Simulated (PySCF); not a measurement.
Geometry (Å), atoms numbered from 1 in this order:
```xyz
9

F     2.415    0.808   -0.240
B     1.697   -0.284   -0.031
C     0.175   -0.181    0.015
C    -1.025   -0.670    0.141
F    -1.761   -1.722    0.330
C    -1.073    0.764   -0.078
H     2.283   -1.330    0.119
H    -1.287    1.446    0.759
H    -1.367    1.164   -1.061
```

Geometry: PBE0-D3(BJ)/def2-SVP; GIAO shifts from PySCF 2.14, gas phase, non-relativistic, averaged over equivalent atoms.

At PBE0/aug-cc-pVDZ (165 basis functions, 10 s wall time on 1 thread of an Intel Xeon 6975P-C, shared host):
```json
{"atoms": "F1", "δ (ppm)": "-36.0"}
{"atoms": "F5", "δ (ppm)": "-85.6"}
{"atoms": "B2", "δ (ppm)": "37.0"}
{"atoms": "C4", "δ (ppm)": "167.9"}
{"atoms": "C3", "δ (ppm)": "79.7"}
{"atoms": "C6", "δ (ppm)": "21.5"}
{"atoms": "H7", "δ (ppm)": "5.78"}
{"atoms": "H8/H9", "δ (ppm)": "2.23"}
```

Referencing at the same level of theory: ¹⁹F (194.15 ppm) against CFCl3; ¹¹B (110.17 ppm) against BF3·OEt2; ¹³C (195.12 ppm) and ¹H (31.39 ppm) against TMS.

What do these become at BHandHLYP/pcSseg-2?

## Answers


```csv
atoms,δ at BHandHLYP/pcSseg-2,change
F1,-37.0,-1.0
F5,-82.3,+3.3
B2,40.7,+3.7
C4,184.4,+16.5
C3,84.7,+5.0
C6,19.8,-1.7
H7,5.24,-0.54
H8/H9,2.15,-0.08
```

Referencing at the same level of theory: ¹⁹F (202.02 ppm) against CFCl3; BF3·OEt2 for ¹¹B (103.56 ppm); ¹³C (184.26 ppm) and ¹H (31.45 ppm) against TMS.

The largest change is at C4 (fully substituted alkene carbon). Cost: 258 basis functions, 18 s wall time on 1 thread of an Intel Xeon 6975P-C, shared host. The order of the carbon signals is the same at both levels.

A carbon bonded to boron is broadened by the quadrupolar boron nucleus and is often missing from a measured spectrum. Unscaled 19F shifts against computed CFCl3 carry errors that often reach 10 to 50 ppm.
